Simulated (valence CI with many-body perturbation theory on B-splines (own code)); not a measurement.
## E1 line list for Mn¹⁸⁺

Method: relativistic CI+MBPT: five valence electrons over a frozen Dirac-Fock core [He], a basis of 9 s, 9 p, 8 d, 6 f, 3 g, 1 h functions for each j, with the one-electron correlation potential Σ1, the two-electron term Σ2, the three-electron term Σ3, Breit, model QED; selected CI, second order for the rest (own B-spline code, finite nucleus).

No measured spectrum was set against this ion. As an estimate, levels of excited configurations hold to 0.05 to 0.15 % of their energy, terms of the ground configuration to about 0.5 %. Among the levels kept, up to 2000 cm⁻¹ of a level comes from second order outside the variational space, and about a tenth of that is noise between levels of different J, which matters for small intervals.

Lines 201 to 250 of 275 in falling wavelength, among levels below 906.78 eV, chosen from the strongest by gf and those to the six lowest levels. Wavelengths and rates use the calculated energies, so an error of 600 cm⁻¹ moves a line at 1.455 nm by 0.0087 % and its rate by three times that or more. Electric multipoles are in the length gauge, E1 and E2 with the static RPA response of the core. Weak lines are less certain than strong ones. Lines between different terms over intervals too small for the method are left out, as are lines whose strength nearly cancels. Where a level lies close to another of its J and parity, the split of strength between their lines is uncertain. The highest levels of a list are the least certain.

Names give the largest LS component (configuration and term), which can be under half, so a name can repeat, a term be missing and a line seem to break the LS rules; names also repeat where a configuration has a term twice. Letters in brackets count levels of one name in rising energy.

```
λ vac (nm)                Upper           Lower   A (s⁻¹)  S (a.u.)
     1.455       2s2p³3p ⁶P_3/2  2s²2p³ ²P°_3/2  3.41e+09  2.07e-05
     1.454  2s²2p²3d ⁴F_5/2 [b]  2s²2p³ ²D°_5/2  2.27e+10  2.07e-04
     1.454       2s2p³3p ⁶P_5/2  2s²2p³ ²P°_3/2  6.97e+09  6.34e-05
     1.449      2s²2p²3d ⁴D_3/2  2s²2p³ ²D°_5/2  1.49e+11  8.93e-04
     1.449  2s²2p²3d ²P_3/2 [a]  2s²2p³ ²D°_3/2  5.31e+11  3.19e-03
     1.449      2s²2p²3d ²F_5/2  2s²2p³ ²D°_5/2  4.63e+11  4.17e-03
     1.448      2s²2p²3d ⁴D_1/2  2s²2p³ ²D°_3/2  1.90e+11  5.69e-04
     1.447  2s²2p²3d ⁴F_5/2 [b]  2s²2p³ ²D°_3/2  2.35e+11  2.11e-03
     1.447  2s²2p²3d ²D_3/2 [a]  2s²2p³ ²P°_1/2  7.69e+12  4.60e-02
     1.445  2s²2p²3d ²D_3/2 [b]  2s²2p³ ²P°_3/2  2.85e+11  1.70e-03
     1.444       2s2p³3p ⁶P_3/2  2s²2p³ ²P°_1/2  1.15e+10  6.85e-05
     1.444  2s²2p²3d ²D_5/2 [b]  2s²2p³ ²P°_3/2  9.14e+11  8.15e-03
     1.443      2s²2p²3d ⁴D_3/2  2s²2p³ ²D°_3/2  3.05e+12  1.81e-02
     1.442      2s²2p²3d ²F_5/2  2s²2p³ ²D°_3/2  2.16e+12  1.92e-02
     1.442      2s²2p²3d ⁴P_5/2  2s²2p³ ²D°_5/2  1.48e+12  1.31e-02
     1.440      2s²2p²3d ⁴P_3/2  2s²2p³ ²D°_5/2  5.89e+11  3.47e-03
     1.438       2s2p³3p ⁴P_5/2  2s²2p³ ²P°_3/2  2.35e+11  2.06e-03
     1.438       2s2p³3p ⁴P_3/2  2s²2p³ ²P°_3/2  1.75e+10  1.03e-04
     1.436  2s²2p²3d ²F_7/2 [a]  2s²2p³ ²D°_5/2  5.23e+12  6.12e-02
     1.436      2s²2p²3d ⁴P_5/2  2s²2p³ ²D°_3/2  2.61e+10  2.29e-04
     1.435  2s²2p²3d ²D_5/2 [c]  2s²2p³ ²P°_3/2  1.34e+13  1.17e-01
     1.435  2s²2p²3d ²D_3/2 [b]  2s²2p³ ²P°_1/2  2.57e+12  1.50e-02
     1.435      2s²2p²3d ²S_1/2  2s²2p³ ²P°_3/2  7.12e+12  2.08e-02
     1.434      2s²2p²3d ⁴F_3/2  2s²2p³ ⁴S°_3/2  5.23e+11  3.05e-03
     1.434  2s²2p²3d ²P_3/2 [b]  2s²2p³ ²P°_3/2  1.19e+13  6.96e-02
     1.432      2s²2p²3d ⁴P_1/2  2s²2p³ ²D°_3/2  2.67e+10  7.74e-05
     1.431  2s²2p²3d ²D_3/2 [a]  2s²2p³ ²D°_5/2  9.24e+11  5.34e-03
     1.431  2s²2p²3d ²D_5/2 [a]  2s²2p³ ²D°_5/2  4.30e+12  3.73e-02
     1.430  2s²2p²3d ⁴F_5/2 [a]  2s²2p³ ⁴S°_3/2  1.86e+12  1.62e-02
     1.430  2s²2p²3d ²P_1/2 [b]  2s²2p³ ²P°_1/2  5.90e+12  1.71e-02
     1.426       2s2p³3p ⁴P_1/2  2s²2p³ ²P°_1/2  1.03e+10  2.95e-05
     1.425  2s²2p²3d ²D_3/2 [a]  2s²2p³ ²D°_3/2  4.33e+10  2.47e-04
     1.424      2s²2p²3d ²S_1/2  2s²2p³ ²P°_1/2  9.66e+11  2.76e-03
     1.424  2s²2p²3d ²D_5/2 [a]  2s²2p³ ²D°_3/2  1.31e+13  1.12e-01
     1.424      2s²2p²3d ²G_7/2  2s²2p³ ²D°_5/2  2.10e+12  2.39e-02
     1.424  2s²2p²3d ²P_3/2 [b]  2s²2p³ ²P°_1/2  1.20e+12  6.84e-03
     1.424       2s2p³3p ⁶P_7/2  2s²2p³ ²D°_5/2  2.93e+11  3.34e-03
     1.422  2s²2p²3d ²P_3/2 [a]  2s²2p³ ⁴S°_3/2  1.59e+12  9.04e-03
     1.422       2s2p³3p ⁶P_3/2  2s²2p³ ²D°_3/2  7.21e+09  4.09e-05
     1.421       2s2p³3p ⁶P_5/2  2s²2p³ ²D°_3/2  1.21e+11  1.03e-03
     1.420      2s²2p²3d ⁴D_1/2  2s²2p³ ⁴S°_3/2  5.42e+11  1.53e-03
     1.420  2s²2p²3d ⁴F_5/2 [b]  2s²2p³ ⁴S°_3/2  2.66e+12  2.25e-02
     1.418  2s²2p²3d ²D_3/2 [b]  2s²2p³ ²D°_5/2  2.20e+12  1.24e-02
     1.418  2s²2p²3d ²D_5/2 [b]  2s²2p³ ²D°_5/2  8.79e+12  7.42e-02
     1.416      2s²2p²3d ⁴D_3/2  2s²2p³ ⁴S°_3/2  6.22e+11  3.49e-03
     1.415      2s²2p²3d ²F_5/2  2s²2p³ ⁴S°_3/2  4.01e+12  3.36e-02
     1.414  2s²2p²3d ²F_7/2 [b]  2s²2p³ ²D°_5/2  2.13e+13  2.38e-01
     1.412  2s²2p²3d ²D_3/2 [b]  2s²2p³ ²D°_3/2  9.49e+12  5.28e-02
     1.412       2s2p³3p ⁴P_5/2  2s²2p³ ²D°_5/2  3.89e+09  3.24e-05
     1.411  2s²2p²3d ²D_5/2 [b]  2s²2p³ ²D°_3/2  7.88e+12  6.57e-02
```
